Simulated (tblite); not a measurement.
Species: C8H6NO (doublet state).
Atom-mapped SMILES: `[CH3:1][c:2]1[c:3][cH:4][c:5]([OH:6])[cH:7][c:8]1[C:9]#[N:10]` (hydrogens: H11, H12, H13 on C1; H14 on C4; H15 on O6; H16 on C7)
Bond orders are those of one Lewis drawing.

Computed with GFN2-xTB (tblite), gas phase: L-BFGS steps from a force-field or distance-geometry start until the largest atomic force falls under 0.01 eV/Å.

Step 19: E = -735.7013 eV
```
atom  x, y, z in Å  |  force x, y, z in eV/Å
C1     -2.2319   -0.8987   -0.5319    0.024   0.016   0.010
C2     -0.8065   -0.5271   -0.2630    0.006  -0.015  -0.003
C3      0.2509   -1.3675   -0.4509    0.018  -0.011   0.001
C4      1.5657   -1.0956   -0.2260    0.006   0.019  -0.001
C5      1.8995    0.1805    0.2493   -0.038   0.012   0.010
O6      3.1779    0.5519    0.5066   -0.029  -0.014  -0.012
C7      0.8780    1.0964    0.4659   -0.038   0.018  -0.002
C8     -0.4481    0.7555    0.2170   -0.021  -0.022  -0.013
C9     -1.4624    1.7110    0.4465    0.018  -0.020  -0.006
N10    -2.2888    2.4849    0.6307   -0.009  -0.020  -0.006
H11    -2.8286   -0.8036    0.3755    0.010   0.020  -0.013
H12    -2.6633   -0.2367   -1.2831    0.007   0.001   0.024
H13    -2.2971   -1.9245   -0.8881    0.032   0.037   0.011
H14     2.3419   -1.8274   -0.4045   -0.015  -0.010  -0.002
H15     3.7848   -0.1730    0.3145   -0.003  -0.005  -0.002
H16     1.1204    2.0827    0.8301    0.032  -0.006   0.005
```

Step 20: E = -735.7016 eV
```
atom  x, y, z in Å  |  force x, y, z in eV/Å
C1     -2.2317   -0.8972   -0.5312    0.024   0.011   0.007
C2     -0.8056   -0.5294   -0.2637   -0.003   0.018   0.010
C3      0.2520   -1.3690   -0.4510    0.020  -0.011  -0.001
C4      1.5664   -1.0955   -0.2261    0.006   0.017   0.004
C5      1.8995    0.1805    0.2498   -0.041   0.002  -0.002
O6      3.1779    0.5529    0.5068   -0.035  -0.018  -0.013
C7      0.8771    1.0957    0.4652   -0.024   0.017   0.006
C8     -0.4490    0.7539    0.2165    0.006  -0.004  -0.009
C9     -1.4634    1.7099    0.4458    0.032  -0.057  -0.016
N10    -2.2920    2.4812    0.6292   -0.020   0.000  -0.001
H11    -2.8269   -0.8003    0.3765    0.003   0.019  -0.005
H12    -2.6612   -0.2337   -1.2816   -0.001   0.007   0.015
H13    -2.3001   -1.9220   -0.8878    0.029   0.016   0.005
H14     2.3423   -1.8275   -0.4045   -0.006  -0.012  -0.002
H15     3.7853   -0.1719    0.3150   -0.008  -0.001  -0.001
H16     1.1218    2.0814    0.8297    0.016  -0.004   0.003
```

Step 21: E = -735.7018 eV
```
atom  x, y, z in Å  |  force x, y, z in eV/Å
C1     -2.2311   -0.8960   -0.5306    0.016   0.006   0.003
C2     -0.8049   -0.5309   -0.2640    0.000   0.031   0.015
C3      0.2529   -1.3701   -0.4511    0.010  -0.010  -0.003
C4      1.5671   -1.0954   -0.2263    0.001   0.006   0.004
C5      1.8988    0.1807    0.2501   -0.026  -0.011  -0.011
O6      3.1772    0.5532    0.5067   -0.031  -0.011  -0.008
C7      0.8760    1.0955    0.4647    0.000   0.016   0.012
C8     -0.4496    0.7527    0.2160    0.020   0.009  -0.004
C9     -1.4639    1.7084    0.4452    0.021  -0.060  -0.018
N10    -2.2942    2.4781    0.6281   -0.019   0.004   0.000
H11    -2.8256   -0.7977    0.3771   -0.001   0.016   0.003
H12    -2.6597   -0.2315   -1.2802   -0.004   0.013   0.006
H13    -2.3016   -1.9199   -0.8875    0.025  -0.002   0.001
H14     2.3424   -1.8278   -0.4046    0.001  -0.008  -0.001
H15     3.7855   -0.1710    0.3153   -0.016   0.001  -0.001
H16     1.1231    2.0805    0.8295    0.002   0.000   0.002
```

Task: Estimate the geometry and energy of step 22. (The exact step hangs on the optimiser's Hessian estimate; all steps are aligned on step 21, rigid shifts and turns removed.)

Result: E = -735.7020 eV, largest force 0.041 eV/Å
```
atom  x, y, z in Å  |  force x, y, z in eV/Å
C1     -2.2304   -0.8949   -0.5301    0.006   0.004   0.001
C2     -0.8042   -0.5317   -0.2639    0.005   0.025   0.011
C3      0.2537   -1.3708   -0.4511   -0.004  -0.009  -0.004
C4      1.5675   -1.0953   -0.2263   -0.006  -0.011   0.000
C5      1.8978    0.1807    0.2501   -0.008  -0.013  -0.013
O6      3.1761    0.5532    0.5065   -0.017  -0.002  -0.003
C7      0.8752    1.0956    0.4646    0.018   0.006   0.011
C8     -0.4497    0.7519    0.2155    0.027   0.017   0.002
C9     -1.4644    1.7066    0.4445   -0.004  -0.039  -0.013
N10    -2.2957    2.4754    0.6271   -0.009  -0.003  -0.002
H11    -2.8247   -0.7953    0.3776   -0.002   0.011   0.007
H12    -2.6587   -0.2296   -1.2790   -0.004   0.015   0.000
H13    -2.3022   -1.9184   -0.8872    0.021  -0.011  -0.001
H14     2.3425   -1.8281   -0.4047    0.005  -0.003   0.000
H15     3.7854   -0.1704    0.3155   -0.022   0.001  -0.002
H16     1.1241    2.0798    0.8294   -0.006   0.010   0.004
```

The energy changes by -0.0002 eV. The first-order estimate −F·Δx gives -0.0003 eV and the mean of the old and new forces, exact on a quadratic surface, -0.0002 eV. The step makes an angle of 68° with the force vector and moves no atom by more than 0.003 Å.

The cost below is that of the whole relaxation. Hardware: one thread, Arm Neoverse N1 (aarch64), shared host with 64 logical CPUs at a one-minute load of 35. Cost: 0.37 s of wall time.
